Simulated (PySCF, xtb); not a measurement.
Si(CCH)2(F)(H) (C4H3FSi), SMILES C#C[SiH](F)C#C.

GFN2-xTB (xtb 6.7.1) at its own geometry gives an orbital gap of 5.28 eV and a dipole moment of 1.92 D.

Coordinates come from a ωB97X-D3(BJ)/def2-SVP optimisation. This is a generated structure with no PubChem entry under its InChIKey; it may be hypothetical.

Task: What does HF/def2-TZVP (PySCF) give? (An estimate is asked for; the answer gives what the named calculation found.)

Result: gap 13.40 eV (levels -11.14 and 2.26 eV), dipole 2.26 D.
